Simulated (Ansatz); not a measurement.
Li₅Al⁺, relaxed as a doublet with UKS r2SCAN-D4/def2-TZVP in Ansatz, starting from the GFN2-xTB geometry. Force threshold 0.02 eV/Å.

The structure comes from a short search, and lower isomers may exist.

Start:

```xyz
6

Li    1.1158   -2.0333   -0.2361
Li   -1.6918   -0.2045    1.5941
Li    1.7379    0.2043   -1.5665
Li   -1.0979    2.0473    0.3188
Li    0.9116    0.3438    1.0214
Al   -0.9756   -0.3576   -1.1316
```

Q: Estimate the energy that the relaxation releases and the steps that it takes.

A: 0.93 eV, in 12 steps; 62 s on 4 threads of Arm Neoverse V2 on a shared host. No frequencies were taken in this run, so the end may be a saddle point.

Q: Does the start keep its bonding and symmetry?

A: Bonds lost: Li1–Li3, Li1–Li5, Li2–Li4, Li2–Li5, Li3–Li5, Li4–Li5 (atoms count from 1). The end is the same structure that another start reached, the lowest one found. Point group Cs at the start, Cs at the end, both within 0.05 Å.

Q: Predict the relaxed structure.

A: 
```xyz
6

Li    0.7494   -2.4378   -0.1638
Li   -1.8818   -0.7216    1.5719
Li    1.5401    0.5411   -2.1015
Li   -1.2267    2.3456   -0.2777
Li    1.2003    0.3715    1.4505
Al   -0.3812   -0.0989   -0.4794
```
Bond lengths (bridged metal pairs left out): 5 × Al–Li 2.54 to 2.62 Å.
